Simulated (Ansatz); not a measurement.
Reaction (substitution at a C–C bond): `C=CCN[SiH2]Cl` + `[GeH3][SeH]` → `C=C[Se][GeH3]` + `CN[SiH2]Cl`

Isolated molecules relaxed with PBE0-D4/def2-TZVP in Ansatz; ΔE leaves out vibrations. CCSD(T)/CBS adds triple-zeta CCSD(T) − MP2 to the extrapolated MP2 energy (def2 sets, frozen cores). DFT in def2-TZVPP. For Ge, Se outer-core shells are correlated without core-valence functions, which leaves a few kJ/mol of doubt a bond. Scalar relativity is left out up to krypton. Each species was taken in one conformer, which may not be the lowest.

```csv
level,ΔE (kJ/mol),difference from CCSD(T)/CBS
PBE-D4,11.4,-3.1
PBE0-D4,16.4,1.9
ωB97M-V,18.7,4.2
r2SCAN,14.2,-0.3
PBE0,16.2,1.7
HF/def2-TZVPP,23.3,8.8
MP2/def2-TZVPP,10.0,-4.5
CCSD/def2-TZVPP,17.2,2.7
MP2/def2-QZVPP,9.8,-4.7
MP2/CBS(def2),9.5,-5.0
CCSD(T)/CBS,14.5,0
```

Largest T1 diagnostic among the species: 0.011.

From PBE to PBE0 (25 % exact exchange), in def2-TZVPP and without D4, ΔE moves by +5.0 kJ/mol. In def2-TZVPP, CCSD(T) changes the Hartree–Fock value by −8.3 kJ/mol (the triples alone add −2.3 kJ/mol) and MP2 by −13.2 kJ/mol.
